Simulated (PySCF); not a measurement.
In(Cl)2(SiH3) (Cl2H3InSi), SMILES [SiH3][In]([Cl])[Cl]. Atoms are numbered in the order given.

```xyz
7

In     0.0021    -0.0014     0.0072
Cl    -1.9761    -1.2617    -0.3465
Cl    -0.1331     2.0991    -1.0869
Si     2.0354    -0.8068     1.3697
H      2.6409     0.3690     2.0801
H      3.0262    -1.3937     0.4043
H      1.5886    -1.8492     2.3528
```

Geometry: PBE-D3(BJ)/def2-SVP. The structure was generated by enumeration; whether it is a known compound was not checked. The def2 effective core potentials stand for the cores of In; spin–orbit coupling is left out.

Level of theory: PBE-D3(BJ)/def2-SVP run with PySCF.

Frequencies are harmonic and unscaled.

A small imaginary wavenumber (i) marks a very flat motion, where grid noise or a shallow saddle decides the sign.

| mode | ν (cm⁻¹) | IR (km/mol) | moving atoms (share of kinetic energy) |
|---|---|---|---|
| 1 | 11i | 0.0 | H 96 % |
| 2 | 63 | 1.6 | Si 38 %, Cl 32 %, In 18 %, H 12 % |
| 3 | 81 | 5.3 | In 46 %, Cl 33 %, Si 15 % |
| 4 | 98 | 8.3 | Cl 81 %, In 15 % |
| 5 | 268 | 2.1 | Si 67 %, Cl 21 % |
| 6 | 353 | 43.7 | Cl 65 %, In 26 % |
| 7 | 359 | 53.2 | Cl 72 %, In 28 % |
| 8 | 439 | 2.9 | H 90 %, Si 9 % |
| 9 | 459 | 0.1 | H 90 %, Si 9 % |
| 10 | 793 | 292.3 | H 91 %, Si 9 % |
| 11 | 895 | 32.8 | H 97 % |
| 12 | 897 | 32.6 | H 97 % |
| 13 | 2164 | 37.3 | H 99 % |
| 14 | 2189 | 47.4 | H 96 % |
| 15 | 2195 | 48.5 | H 96 % |
